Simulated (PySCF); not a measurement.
Exercise with solution: chemical shift, span and skew from a shielding tensor

CHOS, SMILES S=C=[OH+], charge +1. Atoms are numbered in the order given.

```xyz
4

O     -0.1074    -1.6248     0.0000
C      0.0051    -0.3989     0.0000
S      0.0082     1.0989     0.0000
H      0.6974    -2.1907     0.0000
```
Charge +1, spin multiplicity 1.

The structure is a stationary point at B3LYP-D3(BJ)/def2-TZVP. The isomer is the one that the SMILES or the coordinates give; other isomers of the formula were not compared.

GIAO shieldings from KT2/pcSseg-2 (PySCF), non-relativistic, no solvent. The symmetric part of the tensor of C2 has the principal values -94.5, -89.9, 284.4 ppm. The same nucleus in TMS has σ = 184.2 ppm at this level (PySCF, at its B3LYP-D3(BJ)/def2-TZVP geometry).

Task: Work out the isotropic shielding, the ¹³C shift against TMS, the span and the skew.

Result: 
σ(iso) = (σ11 + σ22 + σ33)/3 = 33.3 ppm. δ = σ(ref) − σ(iso) = 184.2 − (33.3) = 150.9 ppm.
Span Ω = σ33 − σ11 = 378.9 ppm. Skew κ = 3(σ(iso) − σ22)/Ω = 0.98, an axial tensor. Tumbling in solution averages the tensor to δ; in a static solid the shielding alone would spread this spin-1/2 line over Ω.
